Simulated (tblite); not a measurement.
Input of a run (GFN2-xTB geometry optimisation, gas phase (tblite 0.8.0)), started from a force field or distance geometry:
```
{"job": {"kind": "relax", "xc": "GFN2-xTB", "basis": "xTB"}, "charge": 0, "multiplicity": 1}
C      2.811400    -0.316400    -0.004800
C      1.689500    -0.208900    -0.759000
C      0.625400     0.707400    -0.312000
C     -0.698000     0.044300    -0.067800
C     -0.504500    -0.980500     1.029500
C     -1.654300     1.085200     0.527700
C     -1.373500    -0.459700    -1.280200
O     -0.852600    -0.307600    -2.385300
F     -2.568200    -1.091800    -1.132400
H      3.577000    -0.997600    -0.334500
H      2.914100     0.277300     0.916400
H      1.534500    -0.774200    -1.653800
H      0.974100     1.152800     0.667900
H      0.484000     1.459200    -1.109100
H      0.111800    -1.835200     0.673100
H     -1.475300    -1.281400     1.469700
H      0.062000    -0.471200     1.849100
H     -1.221000     1.480100     1.451900
H     -2.661300     0.631900     0.669400
H     -1.780000     1.896900    -0.218800
```

Output (eV, eV/Å):
```
step      E/eV     max force
  0    -798.67988    4.040
  1    -798.84282    5.531
  2    -799.05406    1.033
  3    -799.10031    1.082
  4    -799.15631    0.503
  5    -799.18964    0.338
  6    -799.20884    0.350
  7    -799.22422    0.286
  8    -799.23387    0.219
  9    -799.24149    0.248
 10    -799.24959    0.318
 11    -799.25955    0.275
 12    -799.26936    0.218
 13    -799.27696    0.195
 14    -799.28260    0.180
 15    -799.28754    0.173
 16    -799.29121    0.106
 17    -799.29319    0.073
 18    -799.29415    0.066
 19    -799.29475    0.057
 20    -799.29518    0.041
 21    -799.29545    0.035
 22    -799.29569    0.035
 23    -799.29597    0.045
 24    -799.29630    0.041
 25    -799.29661    0.045
 26    -799.29688    0.047
 27    -799.29718    0.043
 28    -799.29751    0.040
 29    -799.29781    0.039
 30    -799.29803    0.026
 31    -799.29818    0.028
 32    -799.29832    0.029
 33    -799.29847    0.025
 34    -799.29860    0.027
 35    -799.29874    0.024
 36    -799.29888    0.027
 37    -799.29904    0.028
 38    -799.29921    0.033
 39    -799.29936    0.034
 40    -799.29952    0.031
 41    -799.29970    0.030
 42    -799.29988    0.030
 43    -799.30003    0.025
 44    -799.30017    0.032
 45    -799.30031    0.033
 46    -799.30046    0.034
 47    -799.30060    0.028
 48    -799.30070    0.021
 49    -799.30079    0.020
 50    -799.30087    0.021
 51    -799.30094    0.020
 52    -799.30098    0.012
 53    -799.30101    0.013
 54    -799.30104    0.015
 55    -799.30107    0.015
 56    -799.30110    0.012
 57    -799.30113    0.012
 58    -799.30115    0.010
 59    -799.30117    0.011
 60    -799.30119    0.010
 61    -799.30120    0.009
```

Task: Summarise the run.

Result: The energy falls by 14.3 kcal/mol over 61 L-BFGS steps, the largest force on an atom goes from 4.04 to 0.009 eV/Å, and the atoms move by 0.135 Å rms after alignment. The bond that changes most is C7=O8 (acyl halide carbon to carbonyl oxygen), which shortens by 0.051 Å. Bonds longer at the end by more than 0.005 Å: 6 of 19; shorter: 11. Among the angles that change most is C4–C7–O8, from 120.1° to 130.4°. Among the dihedrals that turn most is C3–C4–C5–H16, from 163° to 179°. The energy never rose by more than 1e-5 eV on the way. The first step brought 26 % of the lowering.

Task: What are the final bond lengths?

Result: C1=C2 1.319 Å, C2–C3 1.497 Å, C3–C4 1.541 Å, C4–C5 1.532 Å, C4–C6 1.538 Å, C4–C7 1.504 Å, C7=O8 1.180 Å, C7–F9 1.370 Å, C1–H10 1.076 Å, C1–H11 1.078 Å, C2–H12 1.081 Å, C3–H13 1.091 Å, C3–H14 1.094 Å, C5–H15 1.088 Å, C5–H16 1.087 Å, C5–H17 1.087 Å, C6–H18 1.087 Å, C6–H19 1.088 Å, C6–H20 1.088 Å. Numbering counts from 1 in the input's order; the species is `C=CCC(C)(C)C(=O)F`.

Its GFN2-xTB frequencies are all real (lowest 42 cm⁻¹). One conformer, not necessarily the lowest.

The numbers are calculated, not measured.
